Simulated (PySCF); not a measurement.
H6NSi2, SMILES [SiH3][N][SiH3] (connectivity only; charge and spin as stated), charge -1, multiplicity 1.

Coordinates come from a B3LYP-D3(BJ)/def2-SVPD optimisation. The multiplicity is an assumed one; other spin states were not compared. The isomer is the one that the SMILES or the coordinates give; other isomers of the formula were not compared.

Computed with r2SCAN/def2-TZVPD run with PySCF.

Symmetry labels are those of the subgroup C2v that the program uses (full group C2v).

Q: List the valence orbital energies around the gap with their symmetry. (Estimate from the structure and the level; the computed values follow.)

A: 
| orbital | symmetry | energy (eV) |
|---|---|---|
| HOMO−7 | A1 | -7.34 |
| HOMO−6 | B1 | -4.24 |
| HOMO−5 | A1 | -4.03 |
| HOMO−4 | B2 | -3.98 |
| HOMO−3 | A2 | -3.43 |
| HOMO−2 | B1 | -3.36 |
| HOMO−1 | A1 | -0.72 |
| HOMO | B2 | -0.48 |
| LUMO | A1 | 4.05 |
| LUMO+1 | A1 | 4.33 |
| LUMO+2 | B1 | 4.50 |
| LUMO+3 | A1 | 5.23 |
